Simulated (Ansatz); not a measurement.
`BN=CBCF`, relaxed with RKS PBE0-D4/def2-TZVP in Ansatz from a PBE-D4/def2-SVP geometry. The force threshold is 0.005 eV/Å; the program also tests the step.

Charge 0, multiplicity 1.

Start:

```xyz
12

B    -1.560    2.165   -1.084
N    -0.708    1.384   -0.387
C     0.094    0.630    0.255
B     0.157   -0.920    0.022
C     1.198   -1.813    0.765
F     2.040   -1.137    1.645
H    -1.194    2.638   -2.147
H    -2.671    2.384   -0.631
H     0.779    1.103    0.997
H    -0.613   -1.447   -0.758
H     0.661   -2.627    1.316
H     1.816   -2.360    0.007
```

Problem. How much energy does the relaxation release, and in how many steps? (Estimate.)

Solution. The calculation gave: 1.29 kcal/mol, in 16 steps, 2 of them rejected.

Problem. Which bonds change most? (Best estimate.)

Solution. Ansatz gave: B1–H7 from 1.220 to 1.197 Å; B1–H8 from 1.220 to 1.197 Å; B4–H10 from 1.216 to 1.195 Å; C5–H12 from 1.121 to 1.101 Å.

Problem. Give the relaxed structure. (Estimate.)

Solution. The calculation gave: 
```xyz
12

B    -1.563    2.135   -1.069
N    -0.687    1.380   -0.387
C     0.124    0.651    0.238
B     0.178   -0.892    0.004
C     1.170   -1.815    0.759
F     2.006   -1.166    1.658
H    -1.224    2.600   -2.119
H    -2.648    2.320   -0.598
H     0.798    1.131    0.957
H    -0.570   -1.389   -0.785
H     0.616   -2.593    1.305
H     1.798   -2.360    0.038
```
